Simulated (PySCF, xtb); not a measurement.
B(Cl)(Br)(OH) (BBrClHO), SMILES BrB(O)Cl.

xtb 6.7.1 with GFN2-xTB at its own geometry gives an orbital gap of 5.12 eV and a dipole moment of 5.58 D.

Geometry optimised at B3LYP-D3(BJ)/def2-SVP. The values are those of a single conformer.

**Question.** What does B3LYP/def2-TZVPD in PySCF give? (The exact figures need the calculation; the answer reports its results.)

**Answer.** gap 7.36 eV (levels -8.26 and -0.90 eV), dipole 1.81 D.
